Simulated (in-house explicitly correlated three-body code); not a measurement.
Computed with an exponentially correlated three-body code. Model: two electrons around a point charge, non-relativistic, variational in 260 exponentially correlated functions (energies converged to about 1e-7 hartree, or 1e-8 relative for large Z).

Command:
```bash
python run_hyl.py task.json out
```
Settings (lengths in bohr, energies in hartree):
```
Z                      5
screening              0.75
interaction_strength   1
functions              260
states_tried           13
```

Cost of the run: 33 s on 1 thread of Intel(R) Xeon(R) 6975P-C (Granite Rapids), on a shared host.

**Those bound S and P states to n = 4 that converged, binding against the one-electron ion.**

Given: nuclear charge 5; Yukawa screening of all interactions 0.75 1/bohr.

Computed: one-electron threshold -9.13652 hartree.

| term | energy (hartree) | binding (eV) |
| --- | --- | --- |
| 1 1S | -15.991992 | 186.55 |
| 2 3S | -9.51197968 | 10.217 |
| 2 1S | ? | ? |
| 2 3P | -9.2843113 | 4.0216 |
| 2 1P | -9.2448831 | 2.9487 |

(1) What belongs in the row 2 1S?

**Converged states only, values per electron or pair (inverse distances are <exp(-kr)/r>).**

```tsv
term	mean r (bohr)	mean r squared (bohr²)	mean inverse r (1/bohr)	mean r12 (bohr)	mean inverse r12 (1/bohr)	mean cosine	mean p1 dot p2 (bohr⁻²)	delta r1 (bohr⁻³)	delta r12 (bohr⁻³)
1 1S	0.33137	0.14878	3.95	0.4929	2.1327	-0.02569	0.51882	33.73	3.1585
2 3S	1.0118	1.843	2.3259	1.7563	0.2643	-0.0051645	0.016438	20.335	-
2 1S	?	?	?	?	?	?	?	?	?
2 3P	1.0551	2.1909	2.2831	1.8482	0.29059	-0.033816	-0.61497	19.219	-
2 1P	1.1536	2.6972	2.2641	2.0247	0.27787	0.013901	0.48773	19.348	0.04181
```

(2) What belongs in the row 2 1S?

**Electric-dipole lines between converged S and P states, rate of the upper state's decay.**

| s state | p state | p minus s (eV) | oscillator strength from s | rate (1/s) |
| --- | --- | --- | --- | --- |
| 1 1S | 2 1P | 183.6 | 0.2988 | 1.4568e+11 |
| 2 1S | 2 1P | 4.7913 | 0.42792 | 1.4209e+08 |
| 2 3S | 2 3P | 6.1952 | 0.44735 | 2.4834e+08 |

**Static dipole response.**

```
state  polarisability (bohr³)
 1 1S                 0.02186
 2 3S                   9.082
```

## Answers

(1) energy (hartree): -9.42096014; binding (eV): 7.74.

(2) mean r (bohr): 1.1103; mean r squared (bohr²): 2.2846; mean inverse r (1/bohr): 2.3008; mean r12 (bohr): 1.9431; mean inverse r12 (1/bohr): 0.30038; mean cosine: -0.0062364; mean p1 dot p2 (bohr⁻²): 0.024021; delta r1 (bohr⁻³): 20.156; delta r12 (bohr⁻³): 0.27012.
